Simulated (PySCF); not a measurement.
Gas-phase reaction: Sr + F = SrF

Energies from PySCF, thermal terms from the rigid-rotor harmonic-oscillator model, ideal gas at 1 bar. Table values come from the NASA 1993 polynomials. † marks an energy on the PBE0/def2-TZVP geometry and frequencies; other levels use their own. MP2 and CCSD(T) freeze the core. Open shells (unrestricted): F (multiplicity 2, electronic degeneracy 6), SrF (multiplicity 2); the rest are closed-shell singlets. Spin-orbit splitting is ignored; it lowers the true energy and changes the entropy of F. Sr: scalar-relativistic def2 core potential, no spin-orbit coupling. MP2 isn't extrapolated to the basis-set limit; its ΔH°(298 K) is -503.5 kJ in def2-SVP and -526.7 kJ in def2-TZVPP. CCSD(T) isn't extrapolated to the basis-set limit; its ΔH°(298 K) is -466.0 kJ in def2-SVP and -489.3 kJ in def2-TZVPP. The harmonic model lacks anharmonicity and excited electronic states, which grow with temperature; levels with a mode under 35 cm⁻¹ are left out. The table's entry may be an old estimate for SrF (not checked at source).

```json
[
 {"level": "table", "ΔH°(298 K), kJ": "-538.0", "minus table": "-", "ΔG°(800 K), kJ": "-469.1"},
 {"level": "BLYP/def2-TZVP†", "ΔH°(298 K), kJ": "-534.5", "minus table": "3.5", "ΔG°(800 K), kJ": "-464.6"},
 {"level": "CCSD(T)/def2-SVP†", "ΔH°(298 K), kJ": "-466.0", "minus table": "72.0", "ΔG°(800 K), kJ": "-396.0"},
 {"level": "CCSD(T)/def2-TZVPP†", "ΔH°(298 K), kJ": "-489.3", "minus table": "48.7", "ΔG°(800 K), kJ": "-419.3"},
 {"level": "MP2/def2-SVP†", "ΔH°(298 K), kJ": "-503.5", "minus table": "34.5", "ΔG°(800 K), kJ": "-433.6"},
 {"level": "MP2/def2-TZVPP†", "ΔH°(298 K), kJ": "-526.7", "minus table": "11.3", "ΔG°(800 K), kJ": "-456.8"},
 {"level": "PBE/def2-SVP", "ΔH°(298 K), kJ": "-559.2", "minus table": "-21.2", "ΔG°(800 K), kJ": "-489.1"},
 {"level": "PBE/def2-TZVP†", "ΔH°(298 K), kJ": "-550.8", "minus table": "-12.8", "ΔG°(800 K), kJ": "-480.8"},
 {"level": "PBE0/def2-QZVP†", "ΔH°(298 K), kJ": "-529.8", "minus table": "8.2", "ΔG°(800 K), kJ": "-459.8"},
 {"level": "PBE0/def2-SVP†", "ΔH°(298 K), kJ": "-523.3", "minus table": "14.7", "ΔG°(800 K), kJ": "-453.4"},
 {"level": "r2SCAN/def2-TZVP†", "ΔH°(298 K), kJ": "-554.5", "minus table": "-16.5", "ΔG°(800 K), kJ": "-484.5"},
 {"level": "ωB97M-V/def2-TZVP†", "ΔH°(298 K), kJ": "-506.9", "minus table": "31.1", "ΔG°(800 K), kJ": "-436.9"}
]
```
